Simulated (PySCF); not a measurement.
SiHF, SMILES F[SiH] (connectivity only; charge and spin as stated), neutral, multiplicity 1. Atoms are numbered in the order given.

```xyz
3

Si     0.1183     0.5896     0.0000
H     -1.3903     0.8968     0.0000
F     -0.0295    -1.0168     0.0000
```

The structure is a stationary point at PBE0-D3(BJ)/def2-TZVPD. The isomer is the one that the SMILES or the coordinates give; other isomers of the formula were not compared.

The numbers are results of ωB97X/def2-TZVPD in PySCF, not measurements.

ESP charges are fitted to the potential on shells at 1.4 to 2.0 van der Waals radii. Atomic charges (e):

```tsv
atom	ESP fit	IAO
Si1	0.16	[?]
H2	-0.02	[?]
F3	-0.14	[?]
```

Q: What belongs in the gaps? (An estimate is asked for; the answer gives what the named calculation found.)

A: 
- Si1, IAO: 0.70
- H2, IAO: -0.17
- F3, IAO: -0.52
